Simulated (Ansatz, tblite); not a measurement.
Removing and adding an electron: terrylene, `c1cc2cccc3c4ccc5c6cccc7cccc(c8ccc(c(c1)c23)c4c85)c76`. Charge 0, multiplicity 1. Geometry: r2SCAN-D4/def2-SVP. Ansatz, gas phase; energy differences of separate SCF runs; the oxidised species was run as a doublet alone; the reduced species was run as a doublet alone.

```xyz
46

C    -0.322   -4.840   -2.802
C    -0.681   -4.250   -3.999
C    -0.821   -2.842   -4.088
C    -1.188   -2.220   -5.308
C    -1.320   -0.846   -5.378
C    -1.092   -0.052   -4.242
C    -0.727   -0.610   -3.012
C    -0.488    0.211   -1.822
C    -0.610    1.604   -1.851
C    -0.384    2.387   -0.724
C    -0.021    1.829    0.505
C     0.215    2.659    1.691
C     0.090    4.052    1.662
C     0.320    4.840    2.803
C     0.679    4.250    3.999
C     0.820    2.842    4.088
C     1.189    2.220    5.308
C     1.321    0.846    5.378
C     1.093    0.052    4.242
C     0.728    0.610    3.012
C     0.488   -0.211    1.822
C     0.612   -1.604    1.851
C     0.385   -2.387    0.723
C     0.022   -1.829   -0.506
C    -0.216   -2.659   -1.691
C    -0.092   -4.053   -1.662
C    -0.586   -2.032   -2.923
C    -0.117   -0.406   -0.584
C     0.117    0.406    0.584
C     0.586    2.032    2.923
H    -0.214   -5.926   -2.734
H    -0.861   -4.855   -4.892
H    -1.364   -2.847   -6.187
H    -1.603   -0.367   -6.319
H    -1.207    1.029   -4.340
H    -0.890    2.110   -2.776
H    -0.499    3.468   -0.823
H    -0.193    4.558    0.738
H     0.211    5.926    2.735
H     0.860    4.855    4.892
H     1.364    2.847    6.187
H     1.605    0.367    6.319
H     1.208   -1.029    4.340
H     0.893   -2.110    2.775
H     0.501   -3.468    0.822
H     0.189   -4.558   -0.737
```

The xTB rows come from tblite. B3LYP takes the VWN-RPA correlation. Single mean-field runs in def2-TZVP are fitted with def2-universal-jkfit.

```tsv
level	−HOMO (eV)	vertical IE (eV)	−LUMO (eV)	vertical EA (eV)	HOMO–LUMO gap (eV)	IE − EA (eV)
GFN1-xTB	10.40	12.06	9.11	7.45	1.29	4.61
PBE-D4/def2-TZVP	4.43	6.07	3.17	1.67	1.26	4.40
PBE0-D4/def2-TZVP	5.01	6.13	2.63	1.63	2.39	4.51
```

**Question.** Estimate the rows for GFN2-xTB, B3LYP-D4/def2-TZVP.

**Answer.** 
```json
{"level": "GFN2-xTB", "−HOMO (eV)": "9.39", "vertical IE (eV)": "11.08", "−LUMO (eV)": "8.10", "vertical EA (eV)": "6.41", "HOMO–LUMO gap (eV)": "1.29", "IE − EA (eV)": "4.67"}
{"level": "B3LYP-D4/def2-TZVP", "−HOMO (eV)": "4.85", "vertical IE (eV)": "6.12", "−LUMO (eV)": "2.71", "vertical EA (eV)": "1.63", "HOMO–LUMO gap (eV)": "2.14", "IE − EA (eV)": "4.49"}
```

 Raw xTB energy differences between charge states are shifted by several eV; the methods need an empirical correction for them. Sets without diffuse functions give affinities that are too small.
